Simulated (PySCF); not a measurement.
An EPR job on `CCB(O)OCC=[O+]` [radical].

Computed with UKS B3LYP, pcH-1 on B C H O, non-relativistic, mean-field spin-orbit, GIAO (PySCF 2.14.0). Geometry: GFN2-xTB. A driver script takes a list of jobs; this job's settings line and coordinates (Å) are shown.

Command:
```bash
OMP_NUM_THREADS=1 python probes_run.py task.json out
```

Input:
```
{"job": {"kind": "epr", "basis": "pcH-1"}, "charge": 1, "multiplicity": 2}
C     -2.084531    -0.879465     0.371006
C     -1.443345     0.191671    -0.466584
B     -0.351762     1.069417     0.470938
O     -0.725973     2.127732     1.143864
O      0.896804     0.645315     0.530407
C      1.694953    -0.374321     0.076606
C      3.117934    -0.295038     0.688080
O      3.919520    -1.153338     0.575803
H     -1.366223    -1.608713     0.740668
H     -2.651265    -0.469952     1.204286
H     -2.795374    -1.427208    -0.258898
H     -2.178766     0.905321    -0.836056
H     -0.880910    -0.227955    -1.299804
H     -1.592333     2.533065     1.148164
H      1.294925    -1.363913     0.339573
H      1.848604    -0.313989    -1.012391
H      3.290742     0.653400     1.223889
```

Output:
```
UKS, coarse grid
  cycle   1  E = -407.86420616  |g| = 8.20e-01
  cycle   2  E = -406.96660685  |g| = 1.70e+00
  cycle   3  E = -408.10830761  |g| = 2.63e-01
  cycle   4  E = -408.09354037  |g| = 2.87e-01
  cycle   5  E = -408.10451700  |g| = 2.48e-01
  cycle   6  E = -408.13800327  |g| = 3.91e-02
  cycle   7  E = -408.13841243  |g| = 2.50e-02
  cycle   8  E = -408.13879035  |g| = 7.23e-03
  cycle   9  E = -408.13879511  |g| = 5.18e-03
  cycle  10  E = -408.13881105  |g| = 1.72e-03
  cycle  11  E = -408.13881230  |g| = 7.52e-04
UKS, final grid
  cycle   1  E = -408.13880910  |g| = 3.24e-03
  cycle   2  E = -408.13866078  |g| = 1.64e-02
  cycle   3  E = -408.13881511  |g| = 6.05e-04
  cycle   4  E = -408.13881526  |g| = 7.73e-05
  cycle   5  E = -408.13881526  |g| = 6.03e-05
  cycle   6  E = -408.13881526  |g| = 3.20e-05
  cycle   7  E = -408.13881526  |g| = 1.25e-05
E = -408.13881526 Eh   <S^2> = 0.7533 (exact 0.7500)
g shifts (ppm)      1          2          3
  rmc          -242       -242       -242
  gc              2         32         12
  oz_so          78        442       3801
  total        -162        232       3571
hyperfine (MHz)  atom isotope    a_iso     a_fc   dipolar eigenvalues
    0   13C      -7.63      -7.63     -5.47     -4.69     10.16
    1   13C      20.18      20.18    -23.91    -23.80     47.71
    2   11B     -17.54     -17.54    -11.96     -7.97     19.93
    3   17O       0.11       0.11    -24.30     11.82     12.47
    4   17O     -11.23     -11.23    -57.00     28.14     28.87
    5   13C      27.24      27.24    -10.50     -7.72     18.23
    6   13C     -24.34     -24.34    -10.45     -1.08     11.53
    7   17O     -15.82     -15.82    -81.51     36.64     44.87
    8    1H      16.40      16.40     -3.55     -1.38      4.93
    9    1H      12.73      12.73     -3.23     -1.91      5.14
   10    1H     135.47     135.47     -4.64     -2.89      7.53
   11    1H      21.72      21.72    -10.79     -2.87     13.66
   12    1H      16.36      16.36    -10.90     -2.08     12.98
   13    1H      -0.67      -0.67     -7.08     -2.43      9.51
   14    1H      17.40      17.40     -4.15      0.12      4.03
   15    1H      24.03      24.03     -3.88     -0.73      4.61
   16    1H     145.77     145.77     -5.02      0.32      4.70
```

rmc, gc and oz_so are the mass-correction, gauge-correction and orbital-Zeeman/spin–orbit parts of the g shift along its three principal axes; a_iso is the isotropic hyperfine coupling and a_fc its Fermi-contact part. The program numbers atoms from 0.

How far is ⟨S²⟩ from the pure-spin value?

S = 0.5 gives S(S+1) = 0.75; the run has 0.7533, 0.0033 more.

In short: ⟨S²⟩ 0.753; g_iso 2.0035.

One conformer (not necessarily the lowest) at the GFN2-xTB geometry, without solvent, vibrations or thermal averaging.

On one thread, Arm Neoverse N1 (aarch64), no GPU, shared host, this took 2.2 min wall (with the writing of density and orbital grids) and 0.97 GiB of memory at its peak.
Labels such as C1 count atoms from 1, the log's own numbers from 0.
